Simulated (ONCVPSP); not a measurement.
**What the settings do to the ONCV potential of potassium**

Base potential:

ONCVPSP 4.0.1 input, shortened (lines: element, Z, core and valence counts, functional; n l f; lmax; l rc ep ncon nbas qcut; lloc lpopt rc5 dvloc0; l nproj debl; icmod fcfact rcfact), PW91, scalar-relativistic:

```
  K 19.00    3    4  -109134      upf
    1    0    2.00
    2    0    2.00
    2    1    6.00
    3    0    2.00
    3    1    6.00
    4    0    0.75
    4    1    0.25
    2
    0    2.35    0.00    5   10    6.70
    1    2.10    0.00    3    7    7.80
    2    2.10    0.20    4    7    4.30
    2    5    2.10    0.00
    0    2    2.70
    1    2    1.90
    2    0    1.30
    3    2.75    1.55
```

Cutoffs, loose and tight: the cutoffs (Ha) at which the residual kinetic energy of the hardest occupied pseudo-wave falls to 1 and 0.1 mHa per electron. They do not see the model core or the augmentation charge, which bear on the density cutoff. Test errors are all-electron minus pseudo excitation energies from the reference, over the configurations 3s2 3p6 4s1 4p0; 3s2 3p6 4s0 4p0; 3s2 3p6 4s0.5 4p0; 3s2 3p6 4s0 4p1. A dash means not determined; rows that change the core or the reference have their own tests.

For the base: The cutoffs count occupied waves only; projector 1 of the d channel, the hardest unoccupied one, needs 33 Ha at the loose tolerance.

A true bound ghost makes a file unfit for plane-wave use even where its test errors are small: the radial tests pick states by their node count and pass the ghost by.

```
     change    outcome  cutoff, loose  cutoff, tight  bound ghosts  GHOST(+) flags above zero  largest test error (meV)
       base  generated          12 Ha          15 Ha             s                       none                      -0.2
s: qcut 4.2  generated          12 Ha          15 Ha             s                       none                      -0.2
s: qcut 5.3  generated          12 Ha          15 Ha             s                       none                      -0.2
s: qcut 6.2  generated          12 Ha          15 Ha             s                       none                      -0.2
 s: qcut 10  generated          25 Ha          31 Ha             s                       none                      -0.1
```

What comes out with this change to the base: s: qcut 7.3?

outcome: generated; cutoff, loose: 13 Ha; cutoff, tight: 17 Ha; bound ghosts: s; GHOST(+) flags above zero: none; largest test error (meV): -0.1.

What comes out with this change to the base: s: qcut 8.9?

outcome: generated; cutoff, loose: 19 Ha; cutoff, tight: 24 Ha; bound ghosts: s; GHOST(+) flags above zero: none; largest test error (meV): -0.1.

Reading the sweep of the qcut of the s channel (base included, trends over the rows without a ghost): Bound ghosts are found at 4.2, 5.3, 6.2, 6.7, 7.3, 8.9, 10 1/bohr. Every judged row has one, so this setting neither creates nor removes them.
